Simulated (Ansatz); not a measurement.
Ansatz (a quantum-chemistry and plane-wave program) input (CCSD(T)/STO-3G):

Ansatz 0.2 input:
```yaml
crystal:
  periodic: [false, false, false]
  atoms:
    - {symbol: Si, position_ang: [-0.03570658, 0.01391583, -0.00212278]}
    - {symbol: F, position_ang: [-0.02409255, 1.22088147, 1.04832134]}
    - {symbol: F, position_ang: [-0.09180989, 0.66901330, -1.46078042]}
    - {symbol: C, position_ang: [-1.55957768, -0.96456772, 0.25254106]}
    - {symbol: C, position_ang: [1.55319787, -0.91759528, 0.16141595]}
    - {symbol: H, position_ang: [-2.00064197, -1.11260004, 1.23160189]}
    - {symbol: H, position_ang: [-2.07409544, -1.46472827, -0.55987985]}
    - {symbol: H, position_ang: [1.64729533, -1.35167916, 1.15858352]}
    - {symbol: H, position_ang: [1.60443473, -1.72825369, -0.56780007]}
    - {symbol: H, position_ang: [2.40430033, -0.25363557, -0.00439710]}
basis:
  gaussian:
    orbitals: STO-3G
magnetization: {spin_polarized: true, initial_magnetization: 1}
correlation: {method: ccsd_t, electrons: outside_noble_gas}
```

End of the output:

```
integrals: 0.01 GiB planned
444 factors; integrals over basis functions are off by at most 3.2e-5 eV
0.09 GiB of device memory are held for the factors and their scratch space
mean field: 0.11 GiB planned
mean field evaluation 1: about -15219.8686 eV, gradient 1.7e1 eV
mean field evaluation 2: about -15219.9739 eV, gradient 1.7e1 eV
mean field evaluation 4: about -15222.7806 eV, gradient 1.4e0 eV
mean field evaluation 8: about -15222.8139 eV, gradient 8.2e-5 eV
mean field evaluation 16: about -15222.6607 eV, gradient 1.4e0 eV
mean field -15222.81163120 eV, -559.4280090544 hartree, gradient 1.4e-6 eV, S^2 0.765500; 0 other end points of the search recorded, 0 dependent functions left out
9 core orbitals not correlated
reference -15222.81163120 eV, -559.4280090544 hartree; 16, 15 occupied and 9, 10 virtual orbitals, 444 factors
second order -3.98042960 eV of doubles, -0.00000000 eV of singles
coupled cluster: 0.13 GiB planned
cycle   1  -4.75686930 eV  change   -7.8e-1 eV  update   8.1e-2
cycle   2  -5.14601180 eV  change   -3.9e-1 eV  update   2.9e-2
cycle   3  -5.23394093 eV  change   -8.8e-2 eV  update   1.2e-2
cycle   4  -5.24493697 eV  change   -1.1e-2 eV  update   4.5e-3
cycle   5  -5.24703474 eV  change   -2.1e-3 eV  update   1.6e-3
cycle   6  -5.24777383 eV  change   -7.4e-4 eV  update   5.6e-4
cycle   7  -5.24765861 eV  change    1.2e-4 eV  update   1.6e-4
cycle   8  -5.24764451 eV  change    1.4e-5 eV  update   5.9e-5
cycle   9  -5.24766711 eV  change   -2.3e-5 eV  update   2.4e-5
perturbative correction -0.11301309 eV, -0.0041531543 hartree
Total energy: -15228.17231139 eV, -559.6250104178 hartree
```

It need not be the lowest isomer of its formula.
